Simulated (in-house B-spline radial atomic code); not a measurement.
Cs. Computed with a B-spline radial atomic code. Model: non-relativistic spherical atom: semilocal Troullier-Martins pseudo-atom, one channel per l, against all electrons, high spin, G0W0 and RPA with empty states to l = 8, local potential for every l without a channel, a model core (radius 0 = none) keeps its share of the functional.

Without relativity these are model numbers for so heavy an element.

What the tables leave out is listed at the end.

The pseudopotential gives back the lowest level of each angular momentum of its own functional in the configuration it was made in; a second state of the same l is only approximately right. Exact exchange, RPA and GW see the smooth pseudo-orbitals and miss the exchange with the core, for which the functional's share stands in. The column with an uncorrelated core keeps all orbitals and exact exchange, and so separates missing core correlation from pseudisation. Only the three outermost levels and the lowest empty one were computed. RPA here is direct RPA, with no exchange kernel, and its energies carry an (l + 1/2)⁻⁴ tail. A hybrid on a potential with a model core restores only its own semilocal share of the core's exchange.

Command:
```bash
python run_psgw.py task.json out
```
Settings (lengths in bohr, energies in hartree):
```
Z                      55
electrons              55
configuration          [Xe] 6s1
generated_in           [Xe] 6s1
functional             pbe,pbe
core_shells            8
radius_factor          1.3
core_correction        False
ion_configuration      [Kr] 4d10 5s2 5p6
```

Cost of the run: 110 s on 1 thread of Arm Neoverse N1, with other jobs on the host.

Given: made with PBE; model core radius 0 bohr; local radius 1.152 bohr; mean-field start PBE0.

Valence shells of the generating configuration: 4d, 5s, 5p, 6s.

Channel: s 2.092, p 2.351, d 0.94 (radii in bohr).

Computed: largest level miss in the spin-unpolarised generating configuration 0.036 eV; valence RPA correlation energy all-electron orbitals -1.0904 hartree; valence RPA correlation energy pseudo -1.3254 hartree; all-electron RPA polarisability, core included 213.45 bohr³; pseudo-atom RPA polarisability 207.46 bohr³; ionisation by mean-field all-electron 3.751 eV; ionisation by RPA pseudo minus all 0.065 eV.

```
          level  occupied  mean-field all-electron (eV)  mean-field pseudo minus all (eV)  G0W0 all-electron (eV)  G0W0 uncorrelated core minus all (eV)  G0W0 pseudo minus all (eV)  exchange self-energy all-electron (eV)  exchange self-energy pseudo (eV)
          6s up         1                       -2.5736                            -0.038                 -3.9872                                  0.004                      -0.083                                 -4.9611                           -4.9455
6s down (empty)         0                       -1.0097                            -0.028                -0.45413                                  0.005                       -0.05                                -0.84512                          -0.78136
```

Problem. What is the ionisation by mean-field pseudo minus all?

Solution. 0.054 eV.

Problem. What is the ionisation by RPA all-electron?

Solution. 4.0454 eV.

Given: mean-field start Hartree-Fock.

Computed: valence RPA correlation energy pseudo -1.1829 hartree; pseudo-atom RPA polarisability 160.9 bohr³; ionisation by mean-field all-electron 3.3591 eV; ionisation by mean-field pseudo minus all 0.04 eV; ionisation by RPA all-electron 3.8265 eV; ionisation by RPA pseudo minus all 0.05 eV.

```tsv
level	occupied	mean-field all-electron (eV)	mean-field pseudo minus all (eV)	G0W0 all-electron (eV)	G0W0 uncorrelated core minus all (eV)	G0W0 pseudo minus all (eV)	exchange self-energy all-electron (eV)	exchange self-energy pseudo (eV)
6s up	1	-3.3719	-0.039	-3.9125	0.004	-0.028	-4.5068	-4.4733
5p down	1	-18.576	-0.697	-18.936	0.022	-0.155	-20.638	-20.602
5p up	1	-18.613	-0.703	-18.968	0.022	-0.162	-20.597	-20.582
```

Problem. What is the all-electron RPA polarisability, core included?

Solution. 164.13 bohr³.

Problem. What is the valence RPA correlation energy all-electron orbitals?

Solution. -0.94355 hartree.

Among the listed levels the largest G0W0 shift of the pseudo-atom is -0.16 eV, for 5p up on the Hartree-Fock start, while leaving the core uncorrelated moves that level by +0.02 eV. So pseudisation and the lost core exchange, not the missing core correlation, make the error. Not in the tables (levels of low weight, unsolved or above zero; the highest and the empty levels are kept at any weight): on PBE, a start not tabulated, the G0W0 levels 6s up (pseudo minus all -0.09 eV, weights 0.56 and 0.58), 5p down (pseudo minus all -0.95 eV, weights 0.13 and 0.10), 5p up (pseudo minus all -0.93 eV, weights 0.12 and 0.16), 6s down (pseudo minus all -0.07 eV, weights 0.69 and 0.68); on PBE0 the G0W0 levels 5p down (pseudo minus all -0.76 eV, weights 0.05 and 0.37), 5p up (pseudo minus all -0.77 eV, weights 0.05 and 0.37).
